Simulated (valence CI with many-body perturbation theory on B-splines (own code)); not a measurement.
**Pm⁴⁸⁺: calculated level list**

Level of theory: configuration interaction combined with many-body perturbation theory (CI+MBPT): three valence electrons over a frozen Dirac-Fock core [Ne], a basis of 11 s, 11 p, 10 d, 8 f, 5 g, 2 h functions for each j, with the one-electron correlation potential Σ1 (screened to all orders), the two-electron term Σ2, the three-electron term Σ3, Breit, model QED; selected single and double excitations, second order for the rest, scaled by the run's own slope (own B-spline code, finite nucleus).

No measured spectrum was set against this ion. As an estimate, large intervals hold to a few tenths of a per cent, small ones and those within an open d or f shell to about a per cent.

Levels 46 to 90 of 158, with energies above the lowest level, (3s^2 3p1/2) J=1/2. "Leading %" is the weight of the configuration and term that name the level; weights of strongly mixed levels are sums over their largest components and can fall short, so below about 35 % the name and the second component can differ from the true leading terms, or belong to a minority configuration. In the jj column 3d3/2^4 stands for four electrons in 3d with j = 3/2. Lifetimes count E1, E2, E3, M1 and M2 decay at the calculated energies, and are blank where another channel may lead or the interval is too uncertain; long ones can be off by a factor of two.

```tsv
No.	Configuration	Term	J	E (eV)	Leading %	g	Lifetime	Leading jj
46	3p³	²P°	3/2	713.71	48	1.259	740 fs	3p3/2^3 (91 %)
47	3p²3d	²D	3/2	722.40	39	1.109	1.12 ps	3p1/2 3p3/2 3d3/2 (86 %)
48	3p²3d	²D	5/2	723.25	27	1.192	1.24 ps	3p1/2 3p3/2 3d3/2 (77 %)
49	3p²3d	⁴P	1/2	726.41	35	1.708	1.28 ps	3p1/2 3p3/2 3d3/2 (88 %)
50	3p²3d	⁴D	7/2	730.84	46	1.296	2.69 ps	3p1/2 3p3/2 3d5/2 (98 %)
51	3p²3d	²G	9/2	737.77	57	1.184	4.45 ps	3p1/2 3p3/2 3d5/2 (93 %)
52	3p²3d	²P	3/2	740.18	49	1.376	2.27 ps	3p1/2 3p3/2 3d5/2 (91 %)
53	3p²3d	²D	5/2	743.07	39	1.145	2.75 ps	3p1/2 3p3/2 3d5/2 (87 %)
54	3s3d²	⁴F	3/2	749.31	82	0.494	1.06 ps	3s 3d3/2^2 (86 %)
55	3p²3d	²F	7/2	753.29	47	1.093	2.86 ps	3p1/2 3p3/2 3d5/2 (79 %)
56	3p²3d	⁴P	5/2	757.06	30	1.179	1.64 ps	3p1/2 3p3/2 3d5/2 (75 %)
57	3s3d²	⁴F	5/2	758.46	56	1.078	938 fs	3s 3d3/2^2 (58 %)
58	3p²3d	²P	1/2	764.04	50	1.216	2.70 ps	3p1/2 3p3/2 3d5/2 (86 %)
59	3p²3d	²D	3/2	766.39	61	0.911	1.75 ps	3p1/2 3p3/2 3d5/2 (89 %)
60	3s3d²	⁴P	1/2	773.12	73	2.428	850 fs	3s 3d3/2^2 (78 %)
61	3s3d²	⁴F	7/2	780.85	92	1.220	1.50 ps	3s 3d3/2 3d5/2 (87 %)
62	3s3d²	⁴P	5/2	786.56	33	1.250	1.37 ps	3s 3d3/2 3d5/2 (86 %)
63	3s3d²	⁴P	3/2	790.04	87	1.597	1.49 ps	3s 3d3/2 3d5/2 (98 %)
64	3s3d²	⁴F	9/2	792.38	60	1.243	1.76 ps	3s 3d3/2 3d5/2 (78 %)
65	3s3d²	²G	7/2	800.74	69	0.970	1.92 ps	3s 3d3/2 3d5/2 (91 %)
66	3s3d²	²F	5/2	801.01	49	1.142	1.20 ps	3s 3d3/2 3d5/2 (77 %)
67	3s3d²	²D	3/2	802.31	46	1.055	1.29 ps	3s 3d3/2 3d5/2 (74 %)
68	3s3d²	²P	1/2	810.17	56	1.154	1.02 ps	3s 3d3/2 3d5/2 (67 %)
69	3s3d²	²G	9/2	818.49	55	1.202	3.01 ps	3s 3d5/2^2 (81 %)
70	3s3d²	²D	5/2	828.46	52	1.273	2.48 ps	3s 3d5/2^2 (90 %)
71	3s3d²	²F	7/2	831.57	51	1.118	3.16 ps	3s 3d5/2^2 (76 %)
72	3s3d²	²P	3/2	838.64	54	1.169	2.32 ps	3s 3d5/2^2 (78 %)
73	3s3d²	²S	1/2	851.91	67	1.753	2.26 ps	3s 3d5/2^2 (80 %)
74	3p3d²	⁴G°	5/2	858.30	57	0.718	6.08 ps	3p1/2 3d3/2^2 (98 %)
75	3p²3d	²D	3/2	862.09	41	1.078	765 fs	3p3/2^2 3d3/2 (93 %)
76	3p²3d	²D	5/2	867.64	26	1.188	787 fs	3p3/2^2 3d3/2 (84 %)
77	3p²3d	²P	1/2	873.19	38	1.396	716 fs	3p3/2^2 3d3/2 (82 %)
78	3p²3d	²F	7/2	873.91	56	1.082	826 fs	3p3/2^2 3d3/2 (90 %)
79	3p²3d	⁴F	9/2	884.96	55	1.227	1.35 ps	3p3/2^2 3d5/2 (96 %)
80	3p²3d	²D	3/2	886.73	64	0.911	799 fs	3p3/2^2 3d3/2 (91 %)
81	3p²3d	²F	7/2	888.36	48	1.220	1.15 ps	3p3/2^2 3d5/2 (88 %)
82	3p3d²	⁴F°	3/2	889.95	44	0.705	1.07 ps	3p1/2 3d3/2^2 (93 %)
83	3p3d²	⁴D°	1/2	890.17	46	0.647	1.84 ps	3p1/2 3d3/2^2 (96 %)
84	3p3d²	⁴G°	7/2	897.33	63	1.009	7.47 ps	3p1/2 3d3/2 3d5/2 (98 %)
85	3p²3d	²P	1/2	900.09	40	1.453	968 fs	3p3/2^2 3d5/2 (84 %)
86	3p3d²	²D°	5/2	901.14	26	1.062	5.24 ps	3p1/2 3d3/2 3d5/2 (98 %)
87	3p3d²	⁴D°	3/2	907.18	43	1.180	4.29 ps	3p1/2 3d3/2 3d5/2 (94 %)
88	3p3d²	⁴P°	1/2	908.77	48	1.761	4.77 ps	3p1/2 3d3/2 3d5/2 (100 %)
89	3p²3d	²D	5/2	909.00	77	1.199	1.23 ps	3p3/2^2 3d5/2 (98 %)
90	3p3d²	²H°	9/2	910.48	44	1.041	6.85 ps	3p1/2 3d3/2 3d5/2 (96 %)
```

Where two levels of one J and parity lie close, their mixing, g and order are uncertain.
